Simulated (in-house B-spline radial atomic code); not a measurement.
Response and correlation along the 10-electron series, closed shell [He] 2s2 2p6; the second-order energy is extrapolated in partial waves. Computed with a B-spline radial code for spherical atoms: relativistic RPA and second-order many-body perturbation theory on Dirac-Hartree-Fock.

```
  ion   Z  dipole polarisability (bohr³)  quadrupole polarisability (bohr⁵)  ratio of RPA to uncoupled dipole  second order correlation energy (Eh)  C6 of two such ions (Eh bohr⁶)
   F-   9                          10.69                             76.984                            1.4211                              -0.40173                          40.651
   Ne  10                         2.3798                             6.4246                            1.2038                              -0.38814                          5.5227
 Mg2+  12                              ?                                  ?                                 ?                                     ?                               ?
 Al3+  13                        0.26489                            0.21561                            1.0762                              -0.38827                         0.24375
 Si4+  14                        0.16237                            0.10213                            1.0614                              -0.39024                         0.11945
  P5+  15                        0.10571                           0.053082                            1.0508                              -0.39226                         0.06371
  S6+  16                       0.072051                           0.029604                            1.0429                              -0.39426                         0.03627
 Cl7+  17                              ?                                  ?                                 ?                                     ?                               ?
 Ar8+  18                        0.03708                           0.010769                            1.0321                              -0.39785                        0.013613
  K9+  19                       0.027671                          0.0068986                            1.0283                              -0.39948                       0.0088285
Ca10+  20                       0.021084                          0.0045626                            1.0251                              -0.40096                       0.0059019
Sc11+  21                       0.016357                          0.0031014                            1.0225                              -0.40237                         0.00405
Ti12+  22                       0.012889                          0.0021589                            1.0203                              -0.40369                       0.0028432
 V13+  23                              ?                                  ?                                 ?                                     ?                               ?
Cr14+  24                       0.008325                          0.0011112                            1.0169                              -0.40606                       0.0014847
```

(1) Fill in the row of Mg2+.

(2) Fill in the row of Cl7+.

(3) Fill in the row of V13+.

(4) How fast does the dipole polarisability fall along the series?

Answers

(1) dipole polarisability (bohr³): 0.46983; quadrupole polarisability (bohr⁵): 0.51828; ratio of RPA to uncoupled dipole: 1.0982; second order correlation energy (Eh): -0.38653; C6 of two such ions (Eh bohr⁶): 0.5584.

(2) dipole polarisability (bohr³): 0.050929; quadrupole polarisability (bohr⁵): 0.017455; ratio of RPA to uncoupled dipole: 1.0369; second order correlation energy (Eh): -0.39613; C6 of two such ions (Eh bohr⁶): 0.021752.

(3) dipole polarisability (bohr³): 0.010296; quadrupole polarisability (bohr⁵): 0.0015346; ratio of RPA to uncoupled dipole: 1.0185; second order correlation energy (Eh): -0.40492; C6 of two such ions (Eh bohr⁶): 0.0020364.

(4) From 10.69 to 0.008325 bohr³; a fit of its logarithm against log Z from Z = 9 to 24 has slope -6.77.
